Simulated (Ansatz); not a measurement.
Geometry optimisation, Ansatz, RKS PBE0/def2-SVP.

The input (input.yaml):

```yaml
crystal:
  periodic: [false, false, false]
  atoms:
    - { symbol: Hf, position_ang: [0.466229, -0.382757, -0.339497] }
    - { symbol: O, position_ang: [-0.447518, -0.201015, 2.778482] }
    - { symbol: H, position_ang: [-1.149876, -0.792241, 3.070726] }
    - { symbol: F, position_ang: [1.323238, -0.459468, -2.030113] }
    - { symbol: F, position_ang: [0.025207, 1.461392, -0.162652] }
    - { symbol: O, position_ang: [-1.075848, -1.481052, -0.505517] }
    - { symbol: H, position_ang: [-1.825196, -2.033244, -0.731221] }
    - { symbol: Cl, position_ang: [2.15177, -1.318882, 1.227945] }
    - { symbol: H, position_ang: [0.382395, -0.688735, 2.982447] }
basis:
  gaussian: { orbitals: def2-SVP }
hamiltonian:
  xc: pbe0
relax:
  f_tol: 0.03
  max_steps: 50
```

Command:

```bash
$ ansatz run input.yaml --threads 4 --pin off --max-ram 5120MiB --backend cpu --events-out ev --progress --plain --runs-dir out
```

Task: Where does it end, and by what steps?

Result: The run converged. After 16 steps the energy has fallen by 0.597 eV; H3 moved furthest, 0.83 Å. Joined: Hf1–O2 (3.25 → 2.34 Å).

| step | energy less start (eV) | largest force component (eV/Å) | accepted |
| --- | --- | --- | --- |
| 0 | 0.0000 | 1.147 | yes |
| 1 | -0.1323 | 1.125 | yes |
| 2 | -0.3101 | 1.226 | yes |
| 3 | -0.4794 | 1.444 | yes |
| 4 | -0.5122 | 1.307 | yes |
| 5 | -0.5529 | 0.379 | yes |
| 6 | -0.5585 | 0.307 | yes |
| 7 | -0.5642 | 0.220 | yes |
| 8 | -0.5715 | 0.200 | yes |
| 9 | -0.5702 | 0.886 | no |
| 10 | -0.5851 | 0.181 | yes |
| 11 | -0.5889 | 0.250 | yes |
| 12 | -0.5875 | 0.540 | no |
| 13 | -0.5930 | 0.132 | yes |
| 14 | -0.5961 | 0.177 | yes |
| 15 | -0.5967 | 0.127 | yes |
| 16 | -0.5972 | 0.030 | yes |

```xyz
9
Properties=species:S:1:pos:R:3
Hf 0.441 -0.360 0.044
O -0.357 -0.338 2.248
H -1.129 -0.921 2.254
F 0.959 -0.642 -1.773
F 0.160 1.533 0.043
O -1.185 -1.449 0.027
H -1.673 -1.886 -0.676
Cl 2.387 -1.191 1.183
H 0.246 -0.642 2.940
```

The run took 54 s on 4 threads of Intel(R) Xeon(R) Platinum 8259CL CPU @ 2.50GHz (Skylake/Cascade Lake), on a shared host, peak memory 0.32 GiB.
